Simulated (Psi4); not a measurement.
CH9FO2Si3, singlet, at a GFN2-xTB geometry, atoms displaced at random by about 0.08 Å a coordinate; Psi4 with TPSS/STO-3G, gradient.

The Psi4 input:
```
memory 2 GB

molecule {
0 1
Si    1.87548499   -0.78138028    0.49199076
F     3.24731405   -0.89433836    0.59647779
O     1.20496224    0.68907722    0.40657938
Si    0.11084743    1.70662202   -0.22687780
O    -1.26623084    1.02541121   -0.61934054
Si   -2.08122168   -0.17030153   -0.96259925
C    -2.22142946   -1.40040474    0.55550089
H     1.19166548   -1.45165406    2.04493620
H     1.34035795   -1.75618239   -0.44050049
H    -0.29589728    2.52794725    0.93720573
H     0.78120994    2.24953292   -1.38759593
H    -1.64626807   -1.15657624   -2.03778720
H    -3.57936855    0.31630572   -1.34361924
H    -2.60333859   -0.91140283    1.50309299
H    -1.34861823   -1.84219357    0.99285883
H    -3.00490119   -2.18030913    0.53553842
symmetry c1
no_reorient
no_com
}

set {
  basis sto-3g
}

gradient('tpss')
print_variables()
```

The log (banner, timings and long lists left out):

```
gradient() will perform analytic gradient computation.

   => Loading Basis Set <=

    Name: STO-3G
    Role: ORBITAL
    Keyword: BASIS

         ---------------------------------------------------------
                                   SCF
               by Justin Turney, Rob Parrish, Andy Simmonett
                          and Daniel G. A. Smith
                              RKS Reference
         ---------------------------------------------------------

  ==> Geometry <==

    Molecular point group: c1
    Full point group: C1

    Geometry (in Angstrom), charge = 0, multiplicity = 1:

       Center              X                  Y                   Z               Mass
    ------------   -----------------  -----------------  -----------------  -----------------
         SI           1.875484990000    -0.781380280000     0.491990760000    27.976926534650
         F            3.247314050000    -0.894338360000     0.596477790000    18.998403162730
         O            1.204962240000     0.689077220000     0.406579380000    15.994914619570
         SI           0.110847430000     1.706622020000    -0.226877800000    27.976926534650
         O           -1.266230840000     1.025411210000    -0.619340540000    15.994914619570
         SI          -2.081221680000    -0.170301530000    -0.962599250000    27.976926534650
         C           -2.221429460000    -1.400404740000     0.555500890000    12.000000000000
         H            1.191665480000    -1.451654060000     2.044936200000     1.007825032230
         H            1.340357950000    -1.756182390000    -0.440500490000     1.007825032230
         H           -0.295897280000     2.527947250000     0.937205730000     1.007825032230
         H            0.781209940000     2.249532920000    -1.387595930000     1.007825032230
         H           -1.646268070000    -1.156576240000    -2.037787200000     1.007825032230
         H           -3.579368550000     0.316305720000    -1.343619240000     1.007825032230
         H           -2.603338590000    -0.911402830000     1.503092990000     1.007825032230
         H           -1.348618230000    -1.842193570000     0.992858830000     1.007825032230
         H           -3.004901190000    -2.180309130000     0.535538420000     1.007825032230

  Running in c1 symmetry.

  Rotational constants: A =      0.07542  B =      0.02660  C =      0.02123 [cm^-1]
  Rotational constants: A =   2261.03925  B =    797.45637  C =    636.41959 [MHz]
  Nuclear repulsion =  573.296583778387003

  Charge       = 0
  Multiplicity = 1
  Electrons    = 82
  Nalpha       = 41
  Nbeta        = 41

  ==> Algorithm <==

  SCF Algorithm Type is DF.
  DIIS enabled.
  MOM disabled.
  Fractional occupation disabled.
  Guess Type is SAD.
  Energy threshold   = 1.00e-08
  Density threshold  = 1.00e-08
  Integral threshold = 1.00e-12

  ==> Primary Basis <==

  Basis Set: STO-3G
    Blend: STO-3G
    Number of shells: 36
    Number of basis functions: 56
    Number of Cartesian functions: 56
    Spherical Harmonics?: true
    Max angular momentum: 1

  ==> DFT Potential <==

   => LibXC <=

    Version 7.1.2
    S. Lehtola, C. Steigemann, M. J. T. Oliveira, and M. A. L. Marques,  SoftwareX 7, 1–5 (2018) (10.1016/j.softx.2017.11.002)

   => Composite Functional: TPSS <=

    TPSS Meta-GGA XC Functional

    J. Tao, et al., Phys. Rev. Lett., 91, 146401, 2003

    Deriv               =              1
    GGA                 =           TRUE
    Meta                =           TRUE

    Exchange Hybrid     =          FALSE
    MP2 Hybrid          =          FALSE

   => Exchange Functionals <=

    1.0000   XC_MGGA_X_TPSS

   => Correlation Functionals <=

    1.0000   XC_MGGA_C_TPSS

   => LibXC Density Thresholds  <==

    XC_MGGA_C_TPSS:  1.00E-15
    XC_MGGA_X_TPSS:  1.00E-15

   => Molecular Quadrature <=

    Radial Scheme          =       TREUTLER
    Pruning Scheme         =           NONE
    Nuclear Scheme         =       TREUTLER

    Blocking Scheme        =         OCTREE
    BS radius alpha        =              1
    Pruning alpha          =              1
    Radial Points          =             75
    Spherical Points       =            302
    Total Points           =         336755
    Total Blocks           =           2532
    Max Points             =            256
    Max Functions          =             50
    Weights Tolerance      =       1.00E-15

   => Loading Basis Set <=

    Name: (STO-3G AUX)
    Role: JKFIT
    Keyword: DF_BASIS_SCF

  ==> Integral Setup <==

  SCF_SUBTYPE=INCORE selected. In-core MEM_DF algorithm will be used.
  Using in-core AOs.

  ==> MemDFJK: Density-Fitted J/K Matrices <==

    J tasked:                   Yes
    K tasked:                    No
    wK tasked:                   No
    Algorithm:                 Core
    Schwarz Cutoff:           1E-12
    Mask sparsity (%):       8.8010
    Fitting Condition:        1E-10

   => Auxiliary Basis Set <=

  Basis Set: (STO-3G AUX)
    Blend: DEF2-UNIVERSAL-JKFIT
    Number of shells: 268
    Number of basis functions: 852
    Number of Cartesian functions: 1013
    Spherical Harmonics?: true
    Max angular momentum: 4

  Minimum eigenvalue in the overlap matrix is 2.3483220122E-01.
  Reciprocal condition number of the overlap matrix is 1.0299475271E-01.
    Using symmetric orthogonalization.

  ==> Pre-Iterations <==

  SCF Guess: Superposition of Atomic Densities via on-the-fly atomic UHF (no occupation information).

   -------------------------
    Irrep   Nso     Nmo
   -------------------------
     A         56      56
   -------------------------
    Total      56      56
   -------------------------

  ==> Iterations <==

                           Total Energy        Delta E     RMS |[F,P]|

   @DF-RKS iter SAD: -1145.63086728377789   -1.14563e+03   0.00000e+00
   @DF-RKS iter   1: -1148.06108109758111   -2.43021e+00   8.94809e-03 ADIIS/DIIS
[...]
  @DF-RKS Final Energy: -1148.24812743550547
    Total Energy =                      -1148.2481274355054666
[...]
 Dipole Z            :          3.0737099           -3.7066271           -0.6329172
 Magnitude           :                                                    1.1025010

 ------------------------------------------------------------------------------------

         ------------------------------------------------------------
                                   SCF GRAD
                          Rob Parrish, Justin Turney,
                       Andy Simmonett, and Alex Sokolov
         ------------------------------------------------------------

  ==> Geometry <==

    Molecular point group: c1
    Full point group: C1

    Geometry (in Angstrom), charge = 0, multiplicity = 1:

       Center              X                  Y                   Z               Mass
    ------------   -----------------  -----------------  -----------------  -----------------
         SI           1.875484990000    -0.781380280000     0.491990760000    27.976926534650
         F            3.247314050000    -0.894338360000     0.596477790000    18.998403162730
         O            1.204962240000     0.689077220000     0.406579380000    15.994914619570
         SI           0.110847430000     1.706622020000    -0.226877800000    27.976926534650
         O           -1.266230840000     1.025411210000    -0.619340540000    15.994914619570
         SI          -2.081221680000    -0.170301530000    -0.962599250000    27.976926534650
         C           -2.221429460000    -1.400404740000     0.555500890000    12.000000000000
         H            1.191665480000    -1.451654060000     2.044936200000     1.007825032230
         H            1.340357950000    -1.756182390000    -0.440500490000     1.007825032230
         H           -0.295897280000     2.527947250000     0.937205730000     1.007825032230
         H            0.781209940000     2.249532920000    -1.387595930000     1.007825032230
         H           -1.646268070000    -1.156576240000    -2.037787200000     1.007825032230
         H           -3.579368550000     0.316305720000    -1.343619240000     1.007825032230
         H           -2.603338590000    -0.911402830000     1.503092990000     1.007825032230
         H           -1.348618230000    -1.842193570000     0.992858830000     1.007825032230
         H           -3.004901190000    -2.180309130000     0.535538420000     1.007825032230

  Nuclear repulsion =  573.296583778387003

  ==> Basis Set <==

  Basis Set: STO-3G
    Blend: STO-3G
    Number of shells: 36
    Number of basis functions: 56
    Number of Cartesian functions: 56
    Spherical Harmonics?: true
    Max angular momentum: 1

  ==> DFJKGrad: Density-Fitted SCF Gradients <==

    Gradient:                    1
    J tasked:                  Yes
    K tasked:                   No
    wK tasked:                  No
    Integrals threads:           1
    Schwarz Cutoff:          1E-12
    Fitting Condition:       1E-10

   => Auxiliary Basis Set <=

  Basis Set: (STO-3G AUX)
    Blend: DEF2-UNIVERSAL-JKFIT
    Number of shells: 268
    Number of basis functions: 852
    Number of Cartesian functions: 1013
    Spherical Harmonics?: true
    Max angular momentum: 4

  ==> DFT Potential <==

   => LibXC <=

    Version 7.1.2
    S. Lehtola, C. Steigemann, M. J. T. Oliveira, and M. A. L. Marques,  SoftwareX 7, 1–5 (2018) (10.1016/j.softx.2017.11.002)

   => Composite Functional: TPSS <=

    TPSS Meta-GGA XC Functional

    J. Tao, et al., Phys. Rev. Lett., 91, 146401, 2003

    Deriv               =              1
    GGA                 =           TRUE
    Meta                =           TRUE

    Exchange Hybrid     =          FALSE
    MP2 Hybrid          =          FALSE

   => Exchange Functionals <=

    1.0000   XC_MGGA_X_TPSS

   => Correlation Functionals <=

    1.0000   XC_MGGA_C_TPSS

   => LibXC Density Thresholds  <==

    XC_MGGA_C_TPSS:  1.00E-15
    XC_MGGA_X_TPSS:  1.00E-15

   => Molecular Quadrature <=

    Radial Scheme          =       TREUTLER
    Pruning Scheme         =           NONE
    Nuclear Scheme         =       TREUTLER

    Blocking Scheme        =         OCTREE
    BS radius alpha        =              1
    Pruning alpha          =              1
    Radial Points          =             75
    Spherical Points       =            302
    Total Points           =         336755
    Total Blocks           =           2532
    Max Points             =            256
    Max Functions          =             50
    Weights Tolerance      =       1.00E-15

  -Total Gradient:
     Atom            X                  Y                   Z
    ------   -----------------  -----------------  -----------------
       1        0.377663470180     0.037186993813    -0.069212458395
       2       -0.335826827031     0.011864028755    -0.017958883760
       3       -0.021052126858    -0.000061373521    -0.002692301547
       4       -0.026415967403    -0.018891712756    -0.032711039496
       5       -0.050682896217    -0.098610383355    -0.008384749678
       6        0.146026657835     0.160293321040     0.037204783951
       7        0.044482079195    -0.032184692652    -0.037043966114
       8       -0.032500637320    -0.031068142019     0.065082802715
       9       -0.000927250758    -0.004282742799     0.014881243977
      10       -0.009507506359    -0.007426136534     0.015410298983
      11        0.004545401563    -0.013470490320     0.005443573262
      12        0.000271056588    -0.027259311313    -0.010943610643
      13       -0.053353912269     0.016593905876    -0.012656991388
      14       -0.004723778114    -0.014797726260     0.018993200375
      15       -0.031502207838     0.016090336806     0.010749028160
      16       -0.006823636624     0.006137886806     0.023917877417

  Variable Map:
  ----------------------------------------------------------------------------
[...]
  Array Variable Map:
  ----------------------------------------------------------------------------
[...]
[...]
```
